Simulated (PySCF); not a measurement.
## Structure from NMR data

Molecular formula: C$_{4}$H$_{9}$N$_{3}$SSi. Simulated spectra:

¹H NMR (500 MHz, computed): δ 4.99 (s, 3H), 2.47 (s, 3H), 2.30 (s, 3H).

¹³C{¹H} NMR (computed): δ 148.9 (C), 144.8 (C), 18.5 (CH3), 12.2 (CH3).

- B97-2/pcSseg-1 with gauge-including orbitals
- PBE0-D3(BJ)/def2-SVP structure
- code: PySCF 2.14
- no solvent, non-relativistic, one averaged value for each set of equivalent atoms, a single conformation

Referencing at the same level of theory: ¹H (σ = 31.38 ppm) and ¹³C (σ = 183.69 ppm) against TMS.

Task: Propose a structure and justify it.

Result: 
1. The formula gives 3 degrees of unsaturation.
2. 4 carbon signals for 4 carbons: no two carbons are equivalent.
3. Carbon types of the structure: 2 × C, 2 × CH3, leaving 3 H on heteroatoms.
4. δC 148.9: aromatic carbon bearing sulfur.
5. δC 144.8: substituted aromatic carbon next to a ring nitrogen.
6. δC 18.5: methyl carbon bonded to S.
7. δC 12.2: methyl carbon on an aromatic ring; saturated and bonded to C and H only.
8. δH 4.99: hydrogen on a silicon bonded to N.
9. δH 2.47: hydrogen on a methyl carbon bonded to S.
10. δH 2.30: hydrogen on a methyl carbon on an aromatic ring; benzylic-type position, deshielded by the ring.

These data were computed for SMILES n1c(SC)c(C)nn1[SiH3].

The shifts were computed for this structure.

Shifts are as computed. Against solution values, carbons near 30 ppm lie about +1 ppm off and those near 130 ppm about +2 ppm. Of 1211 compounds with measured shifts, 218 miss one by over three times the rms of a fit or turn the order of signals round; such compounds aren't used in these exercises. No couplings were computed; multiplicities are counted from neighbouring protons, with m where these are inequivalent, close in shift, in a saturated or five-membered ring or joined by F or P, and br s for small geminal =CH2 splittings.
